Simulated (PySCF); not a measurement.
Computed IR spectrum (relative IR intensity) of a molecule C5H6Se. The structure is a stationary point at PBE-D3(BJ)/def2-SVP. One conformer was computed; it need not be the lowest. Method: PBE-D3(BJ)/def2-SVP (PySCF). Frequencies are harmonic and unscaled.

ν (cm⁻¹): 359 (w), 409 (w), 431 (m), 530 (w), 610 (w), 628 (s), 639 (m), 745 (m), 815 (s), 967 (w), 1057 (w), 1122 (m), 1239 (w), 1274 (w), 1361 (vw), 1364 (w), 1612 (w), 1643 (vs), 2947 (m), 2982 (w), 3121 (vw), 3162 (w), 3176 (vw) (against the strongest line: vs over 80 %, s over 45 %, m over 15 %, w over 4 %, vw less)

Problem. Pick the molecule that these values belong to.
A) C=CC1=C[Se]C1
B) C=C1CC=C[Se]1
C) C#C[C@H]1C[C@H]1[SeH]
D) C#CC[Se]C=C

Solution. B, C=C1CC=C[Se]1
